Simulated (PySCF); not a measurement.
**What binds TeN: the parts of the energy along the bond**

State: ²Π, doublet, unpaired electrons π ↑. ROHF-based CCSD(T) in PySCF 2.14 with Te cc-pVTZ-PP with ECP28, N cc-pVTZ and Te cc-pVQZ-PP with ECP28, N cc-pVQZ (frozen core orbitals: 10; scalar-relativistic core potentials). Correlation energies are extrapolated as n⁻³ (n = 3, 4), Hartree–Fock as (n+1)·exp(−9√n). CV is the change on freezing 4 orbitals instead, in Te cc-pwCVTZ-PP with ECP28, N cc-pwCVTZ. All energies in eV from Te + N.

| R (Å) | HF/CBS | CCSD corr. | (T) | CV | total |
| --- | --- | --- | --- | --- | --- |
| 1.6461 | 2.072 | -3.321 | -0.4230 | -0.1810 | -1.853 |
| 1.7210 | 1.463 | -3.406 | -0.4494 | -0.1287 | -2.522 |
| 1.7958 | 1.208 | -3.471 | -0.4782 | -0.0901 | -2.831 |
| 1.8706 | 1.207 | -3.533 | -0.5097 | -0.0618 | -2.898 |
| 1.9454 | 1.383 | -3.600 | -0.5435 | -0.0410 | -2.802 |
| 2.0390 | 1.768 | -3.702 | -0.5885 | -0.0219 | -2.544 |
| 2.1325 | 2.263 | -3.832 | -0.6357 | -0.0069 | -2.212 |

A fit to the total gives Re = 1.8587 Å, De = 2.900 eV, ωe = 811.9 cm⁻¹, Be = 0.3860 cm⁻¹ (masses 129.9062 and 14.0031 u).

Task: At R = 1.8706 Å the CCSD correlation energy is -0.342838 hartree in the smaller basis and -0.363916 in the larger. Extrapolate it.

Result: (4³·E4 − 3³·E3)/(4³ − 3³) = -0.37930 hartree; the larger basis holds 95.9 % of it.

The T1 diagnostic is 0.070, large enough to doubt a single reference. The state was picked by a PBE0 search and need not be the measured ground state. Spin–orbit coupling, excitations beyond (T) and corrections to the Born–Oppenheimer picture are left out, and spin–orbit coupling matters for open p, d or f shells this heavy.
